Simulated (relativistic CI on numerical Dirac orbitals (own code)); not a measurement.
**Tl⁺: calculation against measurement**

Calculated at this level of theory: Dirac-Coulomb-Breit CI, KLI orbitals optimised for each configuration, model QED, valence Slater integrals scaled by 0.85, P86 correlation energy added to each configuration (own radial code, finite nucleus).

Configuration list (outside the closed core [Xe] 4f14): 5d10 6s2, 5d10 6s 6p, 5d10 6s 7s, 5d10 6s 6d, 5d10 6s 7p, 5d10 6s 5f, 5d10 6p2, 5d10 6d2, 5d10 6s 8s, 5d9 6s2 6p, 5d10 6s 7d, 5d10 6s 8p, 5d10 6s 9s, 5d10 6s 6f, 5d10 6s 5g, 5d10 6p 6d, 5d10 6s 8d, 5d10 6s 9p, 5d10 6s 9d, 5d9 6s2 7p, 5d10 6p 7s. Double excitations out of closed p, d and f shells are left out; levels of such configurations are missing from the list, as are those of other unlisted configurations, and high levels can miss mixing partners. These lack a partner that the ground configuration has and come out too high: 5d9 6s2 6p, 5d9 6s2 7p.

| Configuration | Term (tabulated) | J | Measured (cm⁻¹) | Computed | Error | Purity (%) |
| --- | --- | --- | --- | --- | --- | --- |
| 5d10 6s2 | 1S | 0 | 0.0 | 0 | 0 | 98 |
| 5d10 6s 6p | 3P° | 0 | 49451.4 | 43801 | -5651 | 100 |
| 5d10 6s 6p | 3P° | 1 | 52394.0 | 46908 | -5486 | 96 |
| 5d10 6s 6p | 3P° | 2 | 61727.7 | 55470 | -6257 | 99 |
| 5d10 6s 6p | 1P° | 1 | 75663.3 | 71995 | -3668 | 91 |
| 5d10 6s 7s | 3S | 1 | 105229.3 | 98918 | -6312 | 100 |
| 5d10 6s 7s | 1S | 0 | 108000.0 | 102011 | -5989 | 99 |
| 5d10 6s 6d | 1D | 2 | 115165.6 | 108043 | -7123 | 83 |
| 5d10 6s 6d | 3D | 1 | 116152.0 | 109973 | -6179 | 100 |
| 5d10 6s 6d | 3D | 2 | 116436.2 | 110163 | -6273 | 100 |
| 5d10 6s 6d | 3D | 3 | 116830.9 | 110485 | -6346 | 100 |
| 5d10 6s 7p | 3P° | 0 | 119361.0 | 112528 | -6833 | 99 |
| 5d10 6s 7p | 3P° | 1 | 119576.0 | 112930 | -6646 | 89 |
| 5d10 6s 7p | 3P° | 2 | 122029.0 | 115430 | -6599 | 91 |
| 5d10 6s 5f | 3F° † | 3 | 136115.0 | 128759 | -7356 | 81 |
| 5d10 6s 5f | 3F° † | 2 | 136216.0 | 128478 | -7738 | 71 |
| 5d10 6s 5f | 3F° † | 4 | 136230.0 | 128955 | -7275 | 97 |

Measured levels from NIST Handbook of Basic Atomic Spectroscopic Data (Sansonetti and Martin, J. Phys. Chem. Ref. Data 34, 1559 (2005)); pairs were made by configuration, J and term (by order where the table uses no LS term), so strongly mixed levels may be paired wrongly.

Mean error by configuration (cm⁻¹): 5d10 6s 6p -5265; 5d10 6s 7s -6151; 5d10 6s 6d -6480; 5d10 6s 7p -6693. Over the excited levels the mean absolute error is 6105 cm⁻¹ (16 of the 16 excited levels that our extract of the source holds in range could be paired), and the median relative error of those above 1,000 cm⁻¹ is 5.6 %. † marks terms whose computed intervals miss the measured ones by more than a factor of 2.5, or configurations far off the rest, from wrong mixing, a near crossing or a doubtful label or measurement; they are left out of the means.

Transition probabilities of persistent lines. The last column rescales the computed rate by the cube of measured over computed energy:

| λ measured (Å) | Lower | Upper | A tabulated (s⁻¹) | A computed | A rescaled |
| --- | --- | --- | --- | --- | --- |
| 1321.64 vacuum | 5d10 6s2 1S_0 | 5d10 6s 6p 1P°_1 | 1.69e+09 | 2.13e+09 | 2.48e+09 |
| 1908.62 vacuum | 5d10 6s2 1S_0 | 5d10 6s 6p 3P°_1 | 2.60e+07 | 1.81e+07 | 2.52e+07 |
| 2530.74 air | 5d10 6s 6p 1P°_1 | 5d10 6s 6d 1D_2 | 1.18e+08 | 1.64e+08 | 2.16e+08 |
